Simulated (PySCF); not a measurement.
**Dipole moment and polarisability of `C=CSc1ccccc1`**

C8H8S.
Geometry (PBE0-D3(BJ)/def2-SVP, Å), atoms numbered from 1 in this order:
```xyz
17
C8H8S angstrom
C      2.5343   -0.1559    1.0396
C      2.4593   -1.2328    0.2533
S      1.0853   -1.8319   -0.6620
C     -0.1687   -0.6389   -0.2557
C     -0.3483    0.4898   -1.0605
C     -1.3458    1.4121   -0.7497
C     -2.1643    1.2097    0.3611
C     -1.9864    0.0824    1.1629
C     -0.9913   -0.8433    0.8559
H      3.4720    0.0820    1.5464
H      1.6815    0.5079    1.2023
H      3.3287   -1.8836    0.1053
H      0.3003    0.6372   -1.9267
H     -1.4849    2.2934   -1.3804
H     -2.9467    1.9332    0.6019
H     -2.6286   -0.0794    2.0319
H     -0.8421   -1.7305    1.4750
```

Level: CAM-B3LYP/def2-SVPD (PySCF), static field, nuclei fixed, core orbitals frozen in the response. The polarisability tensor in these axes (au):

```
x   124.84 -19.15  -5.05
y   -19.15 111.34   0.32
z    -5.05   0.32 100.60
```

Question: What are the eigenvalues, a third of the trace, and Δα (Δα² = ½Σ(αi − αj)² over the three pairs)?

Answer: Principal values 96.06, 101.84 and 138.88 au; mean 112.26 au = 16.63 Å³ = 18.51 × 10⁻⁴⁰ C²·m²/J; Δα = 40.24 au (36 % of the mean).

Question: What is the dipole moment, and where does it point?

Answer: (-0.67, 1.26, 0.66) D, 1.57 D in size, pointing from the negative to the positive side. Measured along this direction, the outermost atoms are H12 at the negative end and H15 at the positive end.

Question: What depolarisation ratio follows for Rayleigh scattering of linearly polarised light, taking the static tensor?

Answer: ρ = 3Δα²/(45ᾱ² + 4Δα²) = 4858.3/(567086 + 6477.7) = 0.00847.

Question: Traceless (Buckingham) quadrupole moment about the centre of nuclear charge: eigenvalues?

Answer: -7.23, 0.82, 6.41 D·Å. The values depend on the origin, since the dipole doesn't vanish. The electronic extent ⟨r²⟩ about the same centre is 1418 bohr², a root-mean-square distance of 2.35 Å for the 72 electrons.

Question: Refractivity n − 1 of an ideal gas of it at 273.15 K and 1 atm, from the electronic α?

Answer: N = p/kT = 2.6868 × 10¹⁹ cm⁻³, so n − 1 = 2π × N × 16.63 × 10⁻²⁴ cm³ = 2808 × 10⁻⁶ at long wavelengths.

Question: Form Σ f/ω² (atomic units) for the 10 lowest TDDFT singlets, given as eV and f, and set it beside the mean polarisability, which is this sum over all singlets: 4.74, 0.0001; 5.40, 0.0025; 5.47, 0.0031; 5.91, 0.2299; 5.95, 0.0187; 6.05, 0.0719; 6.21, 0.0009; 6.64, 0.0006; 6.90, 0.7090; 6.93, 0.3366.

Answer: They add up to 23.10 au, 20.6 % of the 112.26 au; the largest single term is 11.02 au, from the state at 6.90 eV. Terms in order: 0.00, 0.06, 0.08, 4.87, 0.39, 1.45, 0.02, 0.01, 11.02, 5.20 au. Higher excitations give the rest. The strengths listed sum to 1.373.

Question: Give the principal axes and the span of the nuclei along them.

Answer: Largest value along (0.82, -0.57, -0.11), where the nuclei span 7.34 Å; middle along (-0.24, -0.50, 0.83), 4.34 Å; least along (0.53, 0.65, 0.54), 3.71 Å. The response follows the extents in order.

Geometry: PBE0-D3(BJ)/def2-SVP, one conformer, isolated molecule.
